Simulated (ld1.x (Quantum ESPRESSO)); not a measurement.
The numbers below are computed, except where a source is named.
**Potentials for fluorine (F) compared**

Generated with ld1.x 7.5 (TM, RRKJ, ultrasoft, PAW), atompaw 4.2 or ONCVPSP 4.0.1. The cutoff is in Ry: for ld1.x and atompaw files where the sum of valence levels is converged to 10 mRy in a Bessel basis, for ONCV files where the hardest occupied wave has 1 mHa per electron of residual kinetic energy. The error is the largest all-electron minus pseudo excitation energy over each file’s own four to seven test configurations (ionisations up to +4, promotions, holes and added fractions of an electron), all of which were solved. The labels leave out finer settings (local radius, basis sizes, second energies), which also bear on the numbers. Spin-polarised tests are not counted. The rows are a selection from randomly drawn settings: files with unsolved tests, undetermined cutoffs or missed reference levels are left out.

```csv
potential,cutoff (Ry),largest error (meV),bound ghosts
"TM, LDA (PZ), non-relativistic, rc 0.75/1.20 (sp), local s, core correction yes, reference 2s2 2p2",180,+536,none
"ultrasoft, PBE, scalar-relativistic, rc 0.90/1.75 (sp), local smoothed, core correction yes, reference 2s1 2p6",30,+1094,none
"TM semilocal, LDA (PZ), scalar-relativistic, rc 0.70/1.45/1.60 (spd), local s, core correction no, reference 2s2 2p5",120,+766,none
"TM semilocal, LDA (PZ), non-relativistic, rc 0.85/1.65/1.30 (spd), local p, core correction no, reference 2s1 2p6",80,+2181,none
"RRKJ, Wu–Cohen, scalar-relativistic, rc 0.55/1.20/1.15 (spd), local s, core correction no, reference 2s2 2p4",230,+1292,none
"ultrasoft, PBE, scalar-relativistic, rc 0.75/1.60/1.30 (spd), local smoothed, core correction yes, reference 2s1.75 2p5.25",45,+141,none
```

(1) Fill in the row for F: PAW, PBEsol, non-relativistic, rc 0.60/1.45/1.75 (spd), local d, core correction yes, reference 2s2 2p2.

(2) Fill in the row for F: RRKJ, LDA (PZ), scalar-relativistic, rc 0.70/1.25 (sp), local smoothed, core correction yes, reference 2s2 2p3.

Answers

(1) cutoff 110 Ry, largest error -108 meV, bound ghosts: none.

(2) cutoff 160 Ry, largest error +959 meV, bound ghosts: none.
